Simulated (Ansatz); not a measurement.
Ligand-field states of [Ni(OH)4]2- (NiO4H4²⁻) at its PBE-D4/def2-SVPD geometry (relaxed as a triplet).

```xyz
9

Ni   -0.064    0.205    0.093
O     1.347   -0.661    1.161
H     0.707   -1.118    1.743
O     1.185    1.498   -0.903
H     2.014    1.137   -0.536
O    -1.532   -0.396    1.401
H    -2.140   -0.735    0.717
O    -1.075   -0.201   -1.549
H    -0.441    0.270   -2.126
```

CASSCF(8,5) on the Ni 3d shell in def2-SVP, averaged with equal weights over 10 triplets and 15 singlets, then SC-NEVPT2; Ansatz, no spin–orbit coupling. The space holds no ligand orbitals and no second d shell, so covalent complexes are described poorly.

Question: Estimate the states' energies above the lowest.

Answer: 
```csv
state,CASSCF (eV),NEVPT2 (eV)
triplet 1,0.00,0.00
triplet 2,0.17,0.24
triplet 3,0.18,0.26
triplet 4,0.61,0.78
triplet 5,0.90,1.23
triplet 6,0.99,1.36
triplet 7,1.11,1.53
triplet 8,2.50,2.39
triplet 9,3.30,3.30
triplet 10,3.40,3.44
singlet 1,1.63,1.21
singlet 2,2.15,1.96
singlet 3,2.28,2.16
singlet 4,2.34,2.24
singlet 5,2.79,2.66
singlet 6,3.01,3.14
singlet 7,3.35,3.49
singlet 8,3.55,3.58
singlet 9,3.66,3.75
singlet 10,3.81,3.82
singlet 11,4.09,4.22
singlet 12,4.16,4.26
singlet 13,4.32,4.46
singlet 14,4.35,4.49
singlet 15,8.27,7.70
```
The lowest NEVPT2 state is a triplet. Hardware: 4 threads of Arm Neoverse V1 on a shared host. Wall time 11 s.
